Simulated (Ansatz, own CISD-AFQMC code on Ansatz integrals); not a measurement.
C3H4O, SMILES `O=C1CC1` (charge 0, multiplicity 1).

Cartesian coordinates (Å):
```xyz
8

O      2.1141    -0.0622    -0.1854
C      0.9251    -0.0272    -0.0811
C     -0.2920     0.7884    -0.0678
C     -0.3213    -0.7703     0.1216
H     -0.6648     1.1869    -1.0043
H     -0.5001     1.4030     0.8004
H     -0.5481    -1.1512     1.1107
H     -0.7128    -1.3673    -0.6940
```
Charge 0, spin multiplicity 1.

Frozen-core correlation energies in cc-pVDZ at a geometry from B3LYP-D3(BJ)/def2-TZVP, on an HF energy of -190.74058 Ha (<S^2> = 0.00). Wave-function levels are from Ansatz, the walk from an own CISD-AFQMC code on Ansatz integrals (time step 0.005/Ha, trial state from CCSD amplitudes, largest double 0.08).

```tsv
level	correlation energy (mHa)
MP2	-580.5
CCSD	-610.0
CCSD(T)	-631.2
```

### Question
What correlation energy does phaseless AFQMC give, and where does it lie among these levels?

### Answer
-632.7 ± 0.4 mHa (one standard error). AFQMC minus each level: MP2 -52.2 mHa, CCSD -22.7 mHa, CCSD(T) -1.6 mHa.
